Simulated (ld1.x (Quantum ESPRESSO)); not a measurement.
## Varying the ultrasoft potential for indium

Base potential:

- Element: indium
- Generator: ld1.x (Quantum ESPRESSO) 7.5
- Type: ultrasoft
- Functional: PBE
- Relativity: fully relativistic
- Frozen core: [Kr] 4d10
- Valence charge: 3
- Reference configuration: 5s2 5p1
- Partial waves: 5s (bound): rcut 1.70, rcutus 2.15 bohr; 5s channel at -0.15 Ry: rcut 1.70, rcutus 2.15 bohr; 5p (bound): rcut 2.00, rcutus 2.50 bohr; 5p channel at 2.95 Ry: rcut 2.00, rcutus 2.50 bohr; 5d channel at -0.1 Ry: rcut 2.40, rcutus 2.85 bohr; 5d channel at 2.55 Ry: rcut 2.40, rcutus 2.85 bohr
- Local potential: all-electron potential smoothed inside 1.80 bohr (lloc = -1)
- Core correction: a·sin(br)/r model core inside 1.85 bohr
- Augmentation charge: PSQ, radius 1.85 bohr

Open shells are filled in proportion to 2j + 1 (rel_dist='average').

Cutoffs, loose and tight: the cutoffs (Ry, on a coarse ladder) from which the occupation-weighted sum of valence levels, in a spherical-Bessel basis at the reference potential, stays within 10 and 1 mRy of its value at 400 Ry. They do not see the model core or the augmentation charge, which bear on the density cutoff. Test errors are all-electron minus pseudo excitation energies from the reference, over the configurations 5s2 5p0; 5s1 5p0; 5s2 5p0.5; 5s0 5p3; 5s2 5p1.3; 5s1 5p1; 5s1 5p2. A dash means not determined; rows that change the core or the reference have their own tests.

A true bound ghost makes a file unfit for plane-wave use even where its test errors are small: the radial tests pick states by their node count and pass the ghost by.

```csv
change,outcome,"cutoff, loose","cutoff, tight",bound ghosts,largest test error (meV)
base,generated,6 Ry,10 Ry,d5/2,-234
core correction none,generated,6 Ry,10 Ry,d5/2,+134
core correction a·sin(br)/r model core inside 0.88 bohr,generated,6 Ry,10 Ry,d5/2,-245
core correction a·sin(br)/r model core inside 1.04 bohr,generated,6 Ry,10 Ry,d5/2,-245
core correction a·sin(br)/r model core inside 1.28 bohr,generated,6 Ry,10 Ry,d5/2,-243
core correction a·sin(br)/r model core inside 1.48 bohr,generated,6 Ry,10 Ry,d5/2,-242
core correction a·sin(br)/r model core inside 1.74 bohr,generated,6 Ry,10 Ry,d5/2,-237
core correction a·sin(br)/r model core inside 1.98 bohr,generated,6 Ry,10 Ry,d5/2,-231
core correction a·sin(br)/r model core inside 2.18 bohr,generated,6 Ry,10 Ry,d5/2,-224
core correction a·sin(br)/r model core inside 2.42 bohr,generated,6 Ry,10 Ry,d5/2,-202
```

Task: What comes out with this change to the base: core correction a·sin(br)/r model core inside 2.62 bohr?

Result: outcome: generated; cutoff, loose: 6 Ry; cutoff, tight: 10 Ry; bound ghosts: d5/2; largest test error (meV): -173.
